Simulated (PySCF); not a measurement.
Compound: C4H10Si.
Numbering: `[CH2:1]=[CH:2][CH2:3][CH2:4][SiH3:5]` (hydrogens: H6, H7 on C1; H8 on C2; H9, H10 on C3; H11, H12 on C4; H13, H14, H15 on Si5)

Cartesian coordinates in Å at the PBE0-D3(BJ)/def2-SVP level; atoms count from 1:
```xyz
15
C4H10Si angstrom
C      2.7842    0.3714   -0.7086
C      1.9013   -0.1380    0.1511
C      0.5442    0.4259    0.4376
C     -0.5868   -0.5391    0.0618
Si    -2.3168    0.1256    0.4121
H      2.5669    1.2838   -1.2739
H      3.7566   -0.0985   -0.8779
H      2.1588   -1.0579    0.6931
H      0.4724    0.6664    1.5141
H      0.4232    1.3814   -0.0999
H     -0.4712   -1.4946    0.6034
H     -0.5231   -0.7922   -1.0105
H     -3.3541   -0.8728    0.0080
H     -2.4790    0.4188    1.8710
H     -2.5532    1.3934   -0.3471
```

Theory: PBE0-D3(BJ)/def2-SVP geometry optimisation, gas phase (PySCF 2.14.0).

Masses are those of the commonest isotopes; rigid-rotor values at the optimised geometry. The values belong to one conformer with, in the numbering `[CH2:1]=[CH:2][CH2:3][CH2:4][SiH3:5]`, C1–C2–C3–C4 118°, C2–C3–C4–Si5 180°.

(1) Give the principal moments of inertia and the rotational constants in GHz.

(2) Classify the top.

(3) Is it planar, by Δ = Ic − Ia − Ib?

(4) Give the other two planar moments, Paa and Pbb, and the rms extents of the mass along the axes.

(5) Where do the levels up to J = 3 lie, in MHz?

(6) Predict some low-J microwave lines.

(7) Estimate the classical rotational partition function at 50 K, 100 K and 200 K.

Answers

(1) Ia = 32.32, Ib = 366.02, Ic = 370.49 u·Å²; 505379 MHz·u·Å²/I gives 15635, 1381 and 1364 MHz, that is A = 15.635, B = 1.3807, C = 1.3641 GHz.

(2) A near-prolate asymmetric top; Ray's κ = -0.998.

(3) Not planar: Δ = Ic − Ia − Ib = -27.86 u·Å². For a rigid frame Δ = −2 Σ m c², so Σ m c² = 13.93 u·Å² lies off the ab plane: 8.38 from hydrogen and 5.55 from heavier atoms. The atom farthest from that plane is 1.52 Å away.

(4) Paa = Σ m a² = (Ib + Ic − Ia)/2 = 352.09 and Pbb = Σ m b² = (Ia + Ic − Ib)/2 = 18.40 u·Å². With the mass M = 86.06 u, the rms extents √(P/M) along a, b and c are 2.02, 0.46, 0.40 Å.

(5) Above 0(0,0):
J = 1: 1(0,1) 2745, 1(1,1) 16999, 1(1,0) 17015
J = 2: 2(0,2) 8234, 2(1,2) 22472, 2(1,1) 22522, 2(2,1) 65283, 2(2,0) 65283
J = 3: 3(0,3) 16469, 3(1,3) 30681, 3(1,2) 30781, 3(2,2) 73517, 3(2,1) 73517, 3(3,1) 144828, 3(3,0) 144828

(6) The dipole components are |μa| = 0.43 D, |μb| = 0.35 D, |μc| = 0.01 D. The squared components, which scale the intensities, stand as 1.00 : 0.66 : 0.00 (a : b : c). Some lines, for components of 0.1 D or more:

| type | branch | J(Ka,Kc) | MHz | lower level (cm⁻¹) |
| --- | --- | --- | --- | --- |
| a | R | 1(0,1) ← 0(0,0) | 2745 | 0.000 |
| a | R | 2(1,1) ← 1(1,0) | 5506 | 0.568 |
| a | R | 4(1,4) ← 3(1,3) | 10946 | 1.023 |
| a | R | 4(1,3) ← 3(1,2) | 11013 | 1.027 |
| a | R | 5(4,2) ← 4(4,1) | 13724 | 8.527 |
| a | R | 5(4,1) ← 4(4,0) | 13724 | 8.527 |
| a | R | 5(2,3) ← 4(2,2) | 13724 | 2.819 |
| b | Q | 3(1,2) ← 3(0,3) | 14312 | 0.549 |
| b | R | 3(1,3) ← 2(0,2) | 22447 | 0.275 |
| b | R | 5(1,5) ← 4(0,4) | 27862 | 0.916 |
| b | Q | 2(2,0) ← 2(1,1) | 42761 | 0.751 |
| b | Q | 5(3,2) ← 5(2,3) | 71310 | 3.276 |
| b | R | 3(3,0) ← 2(2,1) | 79545 | 2.178 |

(7) Point group C1, symmetry number σ = 1; q = (√π/σ)·√((kT/h)³/(ABC)), k/h = 20836.6 MHz/K: 11000 at 50 K, 31100 at 100 K, 87900 at 200 K.

Stationary, but not proved a minimum. No vibrational averaging or centrifugal distortion is included, and the geometry carries the error of its method. A rigid rotor knows nothing of internal rotation, which can split or shift real lines.
